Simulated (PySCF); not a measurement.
## Working out the excitation energy of Mo

Mo [Kr] 4d5 5s1 (7S) → Mo [Kr] 4d5 5p1 (7P). All numbers are calculated (PySCF 2.14, a scalar-relativistic core potential, in aug-cc-pVDZ-PP with ECP28MDF (5s5p4d2f, 54 functions)). Frozen: 4s2 4p6. Energies in hartree (1 hartree = 27.21139 eV):

```csv
part,Mo (lower),Mo (upper)
UHF,-67.344195,-67.238393
MP2 opposite-spin,0.000000,0.000000
MP2 same-spin,-0.065320,-0.056790
```

Question: What does Hartree-Fock give?

Answer: (-67.238393) − (-67.344195) = 0.105802 hartree = 2.879 eV.

Question: What do MP2 and SCS-MP2 (6/5 opposite-spin, 1/3 same-spin) give?

Answer: The opposite-spin parts differ by 0.000 eV and the same-spin parts by 0.232 eV. MP2: 2.879 + (0.000) + (0.232) = 3.111 eV. SCS-MP2: 2.879 + 1.2 × (0.000) + (0.232)/3 = 2.956 eV.

A double-zeta basis recovers only part of the correlation energy.
